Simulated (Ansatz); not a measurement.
Start from `O[CH](F)[GeH2][F]` and change one atom or group to get `C[SiH2]C(O)F`.

Ansatz, PBE0-D4/def2-TZVP geometries, multiplicity 1. Each molecule was computed in one conformer, which needn't be the lowest.

Scalar relativity is left out up to krypton.

```tsv
property	`O[CH](F)[GeH2][F]`
size of the dipole moment (PBE/def2-TZVPP) / D	2.65
HOMO–LUMO gap (PBE/def2-TZVPP) / eV	6.03
LUMO energy (PBE0/def2-TZVPP) / eV	-0.13
HOMO–LUMO gap (PBE0/def2-TZVPP) / eV	8.43
size of the dipole moment (B3LYP/def2-TZVPP) / D	2.73
HOMO energy (PBE0/def2-TZVPP) / eV	-8.55
```

(1) Give the same properties after the change, and the shifts. (Estimate.)

Answers

(1) Computed: 
| property | `C[SiH2]C(O)F` | shift |
| --- | --- | --- |
| size of the dipole moment (PBE/def2-TZVPP) / D | 1.02 | -1.63 |
| HOMO–LUMO gap (PBE/def2-TZVPP) / eV | 6.49 | 0.46 |
| LUMO energy (PBE0/def2-TZVPP) / eV | 0.61 | 0.74 |
| HOMO–LUMO gap (PBE0/def2-TZVPP) / eV | 8.86 | 0.43 |
| size of the dipole moment (B3LYP/def2-TZVPP) / D | 1.09 | -1.64 |
| HOMO energy (PBE0/def2-TZVPP) / eV | -8.25 | 0.30 |

With PBE0 the HOMO rises by 0.30 eV and the LUMO rises by 0.74 eV, so the gap widens by about 0.44 eV. PBE moves the HOMO by 0.31 eV and ωB97M-V by 0.25 eV. Dipoles are sizes alone; their direction can turn.

B3LYP here is the variant with VWN-RPA as its local correlation; programs differ in this.
